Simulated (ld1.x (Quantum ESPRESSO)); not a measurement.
Scattering properties, ultrasoft potential for Al (Z = 13)

* Element: Al (Z = 13)
* Generator: ld1.x (Quantum ESPRESSO) 7.5
* Type: ultrasoft
* Functional: PBEsol
* Relativity: non-relativistic
* Frozen core: [Ne]
* Valence charge: 3
* Reference configuration: 3s2 3p0 (charge +1)
* Partial waves: 3s (bound): rcut 1.65, rcutus 2.00 bohr; 3s channel at 0.75 Ry: rcut 1.65, rcutus 2.00 bohr; 3p (bound, empty): rcut 1.90, rcutus 2.65 bohr; 3p channel at 2.8 Ry: rcut 1.90, rcutus 2.65 bohr; 3d channel at 0.4 Ry: rcut 2.30, rcutus 2.95 bohr; 3d channel at 1.15 Ry: rcut 2.30, rcutus 2.95 bohr
* Local potential: all-electron potential smoothed inside 2.10 bohr (lloc = -2)
* Core correction: none
* Augmentation charge: PSQ, radius 1.80 bohr

The phase is arctan(r·u′/u) with u = r·R(r), unwrapped; energies in Ry, scanned from -3 to 5 Ry. A pole is an energy at which the radial function vanishes at the test radius. The pseudo phase is shifted by a multiple of π to meet the all-electron one at the reference energy, and phase errors are pseudo minus all-electron; the curves can meet again beyond the range given. Levels narrower than the energy grid can be missing from the lists of poles.

Problem. For each channel, where are the poles, and over which energies does the pseudopotential scatter like the atom?

Solution.

| channel | radius (bohr) | reference energy (Ry) | poles, all-electron | poles, pseudo | unbroken range about the reference energy with phases within 0.05 rad | phase error 1 Ry above the reference energy (rad) |
| --- | --- | --- | --- | --- | --- | --- |
| s | 3.21 | -1.08 | -0.60, 3.80 | -0.60, 3.77 | the whole range | -0.000 |
| p | 3.21 | -0.66 | 0.06, 4.34 | 0.06, 4.28 | the whole range | -0.002 |
| d | 3.21 | 0.40 | 0.89, 4.55 | 0.89, 4.67 | the whole range | +0.000 |

Phases in the s channel:

```csv
E (Ry),all-electron,pseudo
-3.00,1.338,1.338
-2.76,1.319,1.319
-2.52,1.294,1.294
-2.28,1.259,1.259
-2.04,1.206,1.206
-1.80,1.114,1.114
-1.56,0.902,0.902
-1.32,0.146,0.146
-1.08,-1.070,-1.070
-0.84,-1.433,-1.433
-0.60,-1.571,-1.571
-0.36,-1.652,-1.652
-0.12,-1.715,-1.715
0.12,-1.775,-1.775
0.36,-1.845,-1.845
0.60,-1.940,-1.940
0.84,-2.095,-2.095
1.08,-2.403,-2.403
1.32,-3.071,-3.071
1.56,-3.835,-3.836
1.80,-4.215,-4.216
2.04,-4.393,-4.394
2.28,-4.492,-4.493
2.52,-4.556,-4.557
2.76,-4.601,-4.602
3.00,-4.635,-4.636
3.24,-4.662,-4.664
3.48,-4.685,-4.688
3.72,-4.706,-4.709
3.96,-4.725,-4.728
4.20,-4.742,-4.747
4.44,-4.760,-4.766
4.68,-4.779,-4.787
4.92,-4.798,-4.811
```
